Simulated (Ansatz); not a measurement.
The inner images of a band of F2H2O2Si + H2S (10 atoms, charge 0, multiplicity 1) are given out of order.

Theory: RKS revPBE/def2-SVP (Ansatz 0.2.0).

First end point:

```xyz
10
Properties=species:S:1:pos:R:3
Si -0.205 -0.463 -0.012
O -0.421 -0.158 1.599
H -1.286 0.219 1.836
O 1.394 -0.220 -0.351
H 1.743 -0.744 -1.092
F -1.187 0.495 -0.890
F -0.619 -1.987 -0.412
S 2.131 2.610 2.119
H 2.525 1.917 1.016
H 1.336 1.573 2.504
```

Last end point:

```xyz
10
Properties=species:S:1:pos:R:3
Si 0.182 0.519 -0.601
O 0.831 -0.618 2.558
H -0.077 -0.874 2.811
O 1.057 -0.798 -0.162
H 1.073 -0.915 0.831
F 0.446 0.776 -2.184
F -1.427 0.321 -0.408
S 0.599 2.287 0.574
H 1.944 2.183 0.375
H 0.784 0.362 2.523
```

**Question.** Put them in order from the first end to the last, with their energies above the first end.
A.
```xyz
10
Properties=species:S:1:pos:R:3
Si 0.418 0.394 -0.369
O 0.141 0.010 2.823
H -0.672 -0.392 2.463
O 1.805 -0.387 -0.821
H 1.709 -1.351 -0.928
F -0.505 0.975 -1.580
F -0.589 -0.734 0.273
S 0.998 2.189 0.651
H 2.065 1.592 1.259
H 0.041 0.944 2.547
```
B.
```xyz
10
Properties=species:S:1:pos:R:3
Si -0.116 -0.399 0.041
O -0.272 -0.316 1.688
H -1.159 -0.080 2.010
O 1.503 -0.411 -0.288
H 1.759 -0.939 -1.064
F -0.901 0.836 -0.669
F -0.812 -1.743 -0.567
S 1.793 2.736 1.755
H 2.581 1.821 1.128
H 1.033 1.737 2.284
```
C.
```xyz
10
Properties=species:S:1:pos:R:3
Si 0.284 0.151 0.092
O -0.066 0.079 1.896
H -0.921 -0.298 2.198
O 1.778 -0.286 -0.524
H 1.717 -1.196 -0.877
F -0.812 1.052 -0.732
F -0.491 -1.317 -0.099
S 1.209 2.206 0.981
H 2.405 1.669 1.352
H 0.308 1.183 2.031
```
D.
```xyz
10
Properties=species:S:1:pos:R:3
Si 0.273 0.486 -0.479
O 0.484 -0.339 2.564
H -0.436 -0.624 2.402
O 1.504 -0.614 -0.574
H 1.622 -1.130 0.245
F -0.159 0.871 -1.996
F -1.081 -0.163 0.176
S 0.803 2.316 0.534
H 2.020 1.805 0.872
H 0.380 0.635 2.573
```
E.
```xyz
10
Properties=species:S:1:pos:R:3
Si 0.030 -0.171 0.086
O -0.100 -0.121 1.755
H -0.978 -0.369 2.099
O 1.599 -0.302 -0.430
H 1.734 -1.151 -0.893
F -0.790 1.029 -0.638
F -0.747 -1.535 -0.372
S 1.460 2.528 1.302
H 2.512 1.667 1.364
H 0.692 1.668 2.044
```

**Answer.** B (+0.02 eV), E (+0.24 eV), C (+1.07 eV), A (+0.57 eV), D (+0.33 eV).

The run took 98 s on 4 threads of AMD EPYC 7R13 Processor (Zen 3), on a shared host, peak memory 0.18 GiB.
